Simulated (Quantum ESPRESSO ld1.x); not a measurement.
The run below uses ld1.x (Quantum ESPRESSO 7.5).

```
 &input
    zed=5.0,
    iswitch=1,
    rel=1,
    dft='PBE',
    config='[He] 2s2',
    prefix='ld1',
    max_out_wfc=37,
    file_charge='ld1.rho',
 /
```

Command: `OMP_NUM_THREADS=1 ld1.x < ld1.in > ld1.out`

It prints (banner and zero overlaps left out):

```
     Program LD1 v.7.5 starts

     --------------------------- All-electron run ----------------------------

     scalar relativistic calculation

     atomic number is  5.00
     dft =PBE   lsd =0 sic =0 latt =0  beta=0.20 tr2=1.0E-14
     Exchange-correlation= PBE
                           (   1   4   3   4   0   0   0)
     mesh =1777 r(mesh) =  99.34137 a.u. xmin = -8.00 dx = 0.00800
     1 Ry =  13.60569312 eV, c = 137.03599908

     n l     nl                  e(Ry)          e(Ha)          e(eV)
     1 0     1S 1( 2.00)       -14.2313        -7.1156      -193.6263
     2 0     2S 1( 2.00)        -1.4340        -0.7170       -19.5110

     final scf error:  1.9E-15 reached in  28 iterations

     Etot =     -48.602401 Ry,     -24.301201 Ha,    -661.269356 eV

     Ekin =      48.471775 Ry,      24.235888 Ha,     659.492097 eV
     Encl =    -109.226122 Ry,     -54.613061 Ha,   -1486.097100 eV
     Eh   =      19.239381 Ry,       9.619690 Ha,     261.765110 eV
     Exc  =      -7.087435 Ry,      -3.543717 Ha,     -96.429464 eV
```

Run on one thread of a shared host, so times are rough (Intel(R) Xeon(R) Processor @ 2.60GHz): 0.28 s of CPU time, 1.1 s wall, 28 iterations on 1777 mesh points.
